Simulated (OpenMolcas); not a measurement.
**Os IV: effect of the active space**

```
Program             : OpenMolcas
Method              : SS-CASPT2 or its RAS form, IPEA 0.25 Eh, imaginary shift 0.1 Eh
Basis               : ANO-RCC-VDZP
Scalar Hamiltonian  : DKH2, point nucleus
Spin-orbit coupling : state interaction with AMFI integrals over the reference wave functions, term energies averaged over their components
```

A. 5 electrons in 5 orbitals (5d); 2S+1 = 6 even, 1 root; 2S+1 = 4 even, 24 roots; 2S+1 = 2 even, 75 roots; closed shells correlated: 5s 5p; CASPT2 step about 9 core-seconds
B. 5 electrons in 9 orbitals (RAS2 5d 6s; RAS3 6p, at most 2 electrons); 2S+1 = 6 even, 6 roots; 2S+1 = 4 even, 84 roots kept (CI in the orbitals of an earlier block, 81 in the spin-orbit step); 2S+1 = 2 even, 86 roots kept (CI in the orbitals of an earlier block); 2S+1 = 6 odd, 15 roots; 2S+1 = 4 odd, 88 roots kept (CI in the orbitals of an earlier block, 31 in the spin-orbit step); 2S+1 = 2 odd, 81 roots kept (CI in the orbitals of an earlier block, 0 in the spin-orbit step); closed shells correlated: 5s 5p; CASPT2 step of the order of 3 core-minutes

Energies in cm-1 above 5d5 6S 5/2.

| Level | A | B |
| --- | --- | --- |
| 5d5 6S 5/2 | 0.0 | 0.0 |
| 5d5 4G 7/2 [62 %] | 22510 | 22270 |
| 5d5 4G 11/2 | 23760 | 23730 |
| 5d5 4G 9/2 | 24600 | 24640 |
| 5d5 4P 1/2 [64 %] | 25730 | 24940 |
| 5d5 4D 7/2 [65 %] | 29040 | 28950 |
| 5d5 4D 1/2 [70 %] | 32710 | 32340 |
| 5d5 2I 11/2 [72 %] | 34540 | 34850 |
| 5d5 2I 13/2 | 37820 | 38410 |
| 5d5 2H 9/2 [51 %] | 43350 | 43420 |
| 5d5 2F 7/2(1) [54 %] | 47360 | 47240 |
| 5d5 2S 1/2 | 50960 | 49450 |
| 5d5 2H 11/2 [70 %] | 51170 | 52030 |
| 5d5 2D 3/2(2) | 56990 | 56430 |
| 5d5 2D 5/2(2) [56 %] | 61290 | 60240 |
| 5d5 2G 9/2(2) | 64050 | 62790 |
| 5d5 2G 7/2(2) | 65940 | 64770 |

Between A and B the level of the table that moves most is 5d5 2S 1/2, by 1500 cm-1 (lowest in B, highest in A). Moves below CASPT2's spread within the term are not significant.

Term energies are means over components that CASPT2 splits; among the terms shown or strongly mixed into the levels shown the widest spread is 250 cm-1 (5d5 2G(1), A). The basis is small and was not contracted for so high a charge. The CASPT2 spread within a term exceeds the gap to the next term for 5d5 4F and 5d5 2F(1), 5d5 2G(1) and 5d5 2H, so the order of their levels is uncertain, and so are names and mixing where such terms share a J (holds for A). Some high roots are left out of the spin-orbit mixing, which shifts the levels that they would mix with (holds for B). Terms from blocks run as CI alone lack orbitals of their own (holds for B). Levels of configurations outside the active space are missing. The table leaves out levels that lie high or whose names do not pair safely across all columns.

A share in square brackets marks a mixed level and gives the weight of the term that names it, the lowest over the columns. A number in round brackets counts repeated terms of one configuration in the order of the reference energies.
